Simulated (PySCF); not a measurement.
Computed IR spectrum (relative IR intensity) of a molecule C₄H₈BN. Geometry: PBE-D3(BJ)/def2-SVP. Other conformers were not sampled. Level of theory: PBE-D3(BJ)/def2-SVP in PySCF. Harmonic, unscaled wavenumbers; measured fundamentals usually lie a few per cent lower.

ν (cm⁻¹): 351 (w), 516 (vs), 665 (m), 929 (w), 1088 (w), 1112 (w), 1208 (m), 1347 (w), 1407 (s), 1560 (vs), 1640 (w), 2939 (m), 2942 (w), 2970 (m), 3083 (w), 3107 (m), 3509 (w), 3606 (w) (against the strongest line: vs over 80 %, s over 45 %, m over 15 %, w over 4 %, vw less)

Question: Which structure fits?
A. C#CBN(C)C
B. NB1CC=CC1
C. NB1C=CCC1
D. CC1=CB(N)C1

Answer: B, NB1CC=CC1
